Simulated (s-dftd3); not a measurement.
Cl4SW, charge +1, doublet, at a GFN2-xTB geometry (such geometries of metal compounds can be far from the true shape) (the multiplicity is a formal guess); D3(op) for tpss in s-dftd3 1.4.0.

s-dftd3 was given this input:
```
$ s-dftd3 mol.xyz --op tpss --json dftd3.json --noedisp --grad

# file mol.xyz
6

W      0.00110670    -0.00047700     0.00117363
S      1.53966532    -0.66360810     1.63277594
Cl    -1.46446458     0.63119598    -1.55302746
Cl     0.32912794     2.09336427     0.54810743
Cl     1.24014675    -0.93553112    -1.54199173
Cl    -1.55872427    -1.16238046     1.00507275
```

What the program printed (banner, timings and long lists left out):

```
-----------------------------------
 s i m p l e   D F T - D 3  v1.4.0
-----------------------------------

Optimized power damping: tpss-D3(op)
--------------------
   s6        1.0000
   s8        0.5158
   s9        0.0000
   a1        0.5750
   a1        3.0000
  alp       14.0000
 beta        8.0000
--------------------

Dispersion energy:      -5.2183856215321E-03 Eh

Gradient norm:           1.2278135944459E-03 Eh/a0
--------------------------------------------------
     #    Z           dE/dx      dE/dy      dE/dz
--------------------------------------------------
     1   74 W     2.235E-06 -9.634E-07  2.370E-06
     2   16 S    -5.569E-04  2.400E-04 -5.906E-04
     3   17 Cl    5.116E-04 -2.205E-04  5.426E-04
     4   17 Cl   -2.258E-05 -2.437E-04 -4.652E-05
     5   17 Cl   -1.259E-04  9.973E-05  1.905E-04
     6   17 Cl    1.915E-04  1.254E-04 -9.833E-05
--------------------------------------------------

Virial:
--------------------------------------------------
      component           x          y          z
--------------------------------------------------
          x      -3.909E-03  1.021E-03 -2.513E-03
          y       1.021E-03 -1.980E-03  1.083E-03
          z      -2.513E-03  1.083E-03 -4.205E-03
--------------------------------------------------

[Info] JSON dump of results written to 'dftd3.json'
```
